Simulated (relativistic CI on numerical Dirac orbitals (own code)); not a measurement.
Ru⁴⁺: 4p photoemission

Computed with this model: Dirac-Coulomb-Breit CI, separate exchange-only KLI orbitals for each configuration, a model potential for QED, valence Slater integrals scaled by 0.9, multiplet model of photoemission in the sudden approximation; configurations [Kr] 4d4 → [Ar] 3d10 4s2 4p5 4d4; 300 K; Lorentzian 1.2 eV and Gaussian 0.6 eV FWHM. Energies are those of the free ion, without screening or charge transfer. The energies are binding energies and can lie tens of eV above those of solids. S is read from ⟨S²⟩ = S(S + 1).

Field parameters in Wybourne normalisation: Oh B⁴₀ = 21Dq, B⁴₄ = √(5/14) B⁴₀. The field is a parameter set, without covalency.

free ion: ground-state S = 1.98, centroid 106.35 eV. Peaks (eV, height): 100.2 (100), 103.2 (82), 114.4 (22), 120.8 (44).

Oh, 10Dq = 7250 cm⁻¹: ground-state S = 1.98, centroid 106.37 eV. Peaks (eV, height): 100.0 (100), 102.8 (82), 115.4 (22), 121.0 (39).

Oh, 10Dq = 20000 cm⁻¹: ground-state S = 1.53, centroid 106.42 eV. Peaks (eV, height): 100.6 (82), 102.2 (100), 113.6 (9), 116.2 (21), 120.0 (11), 121.8 (18).

Oh, 10Dq = 32750 cm⁻¹: ground-state S = 1.02, centroid 106.50 eV. Peaks (eV, height): 102.0 (100), 105.2 (35), 108.0 (25), 109.4 (22), 118.0 (10), 121.6 (7).

Strongest unbroadened transitions for Oh, 10Dq = 7250 cm⁻¹:

| Energy (eV) | Relative strength |
| --- | --- |
| 99.83 | 63.4 |
| 99.86 | 27.5 |
| 100.02 | 19.8 |
| 100.10 | 25.9 |
| 100.13 | 100.0 |
| 100.21 | 17.9 |
| 100.64 | 36.5 |
| 100.73 | 14.6 |
| 101.92 | 28.8 |
| 101.95 | 28.9 |
| 102.46 | 17.8 |
| 102.66 | 14.6 |
| 102.79 | 17.8 |
| 103.41 | 17.6 |
| 103.66 | 26.7 |
| 104.52 | 21.4 |
| 114.66 | 18.5 |
| 121.14 | 28.2 |
